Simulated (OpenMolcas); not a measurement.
# P+: effect of the level shift or regulariser

| Item | Value |
| --- | --- |
| Program | OpenMolcas |
| Basis | ANO-RCC-VTZP [5s4p2d1f] |
| Scalar Hamiltonian | DKH2, point nucleus |
| Active space | 2 electrons in 3 orbitals (3p) |
| State averaging | 2S+1 = 3 even, 3 roots; 2S+1 = 1 even, 6 roots |
| Spin-orbit coupling | state interaction with AMFI integrals over the reference wave functions, term energies averaged over their components |

Methods on the same reference wave functions:
A. CASSCF
B. SS-CASPT2, IPEA 0.25 Eh, imaginary shift 0.1 Eh (closed shells correlated: 2s 2p 3s)
C. SS-CASPT2, IPEA 0.25 Eh, real shift 0.2 Eh (closed shells correlated: 2s 2p 3s)
D. SS-CASPT2, IPEA 0.25 Eh, sigma2 regulariser 0.3 Eh (closed shells correlated: 2s 2p 3s)

Energies in eV above 3s² 3p² ³P₀, the measured ground level; measured values from NIST Handbook of Basic Atomic Spectroscopic Data.

| Level | A | B | C | D | Measured |
| --- | --- | --- | --- | --- | --- |
| 3s² 3p² ³P₀ | 0.0000 | 0.0000 | 0.0000 | 0.0000 | 0.0000 |
| 3s² 3p² ³P₁ | 0.0180 | 0.0181 | 0.0181 | 0.0181 | 0.0204 |
| 3s² 3p² ³P₂ | 0.0521 | 0.0522 | 0.0522 | 0.0522 | 0.0582 |
| 3s² 3p² ¹D₂ | 1.4405 | 1.107 | 1.113 | 1.107 | 1.1013 |
| 3s² 3p² ¹S₀ | 3.5196 | 2.721 | 2.738 | 2.721 | 2.6750 |

Deviations, from unrounded energies. A percentage is the sum of absolute deviations over the sum of measured energies, with the sign that they share, or ± where signs differ.

```tsv
Against measurement	Levels	A	B	C	D
mean absolute deviation (cm-1)	4	2400	120	170	120
fine structure of the ground term (%)	2	-10.9	-10.5	-10.5	-10.5
other terms of the ground configuration (%)	2	+31.3	+1.4	+2.0	+1.4
```

B, D lie about equally close to measurement and A furthest from it. The largest miss of D in the table is 3s² 3p² ¹S₀, by +370 cm-1. The ranking rests on the paired levels alone, and a cruder setting can come out closer through cancelling errors.

Among B to D the level of the table that moves most is 3s² 3p² ¹S₀, by 140 cm-1 (lowest in B, highest in C). Moves below CASPT2's spread within the term are not significant.

The mean deviations of B to D differ by less than CASPT2's widest spread within a term (110 cm-1), so their order carries little weight.

From A to B the spin-free energies of the other terms of 3s² 3p² shown, above ³P, scale by factors of 0.76 to 0.77.

The lowest spin-free term lies below A's lowest term by 0.084 hartree in B, 0.083 hartree in C, 0.084 hartree in D.

CASPT2 breaks the degeneracy within a term, and the mean is taken; among the terms shown or strongly mixed into the levels shown the widest spread is 110 cm-1 (3s² 3p² ¹D, D). With the s shell closed, the reference lacks s² → p² mixing. Without dynamic correlation excited terms often stand tens of per cent too high (terms of higher spin than the ground term too low), and those without a measured partner can miss by more than the paired ones (holds for A). Measured partners are found by configuration, term and J. A level has none where our copy of the source lacks it or the pairing is in doubt (some pairs that miss far off the trend of their configuration count as doubtful), and it then counts in no deviation. Levels of configurations outside the active space are missing.
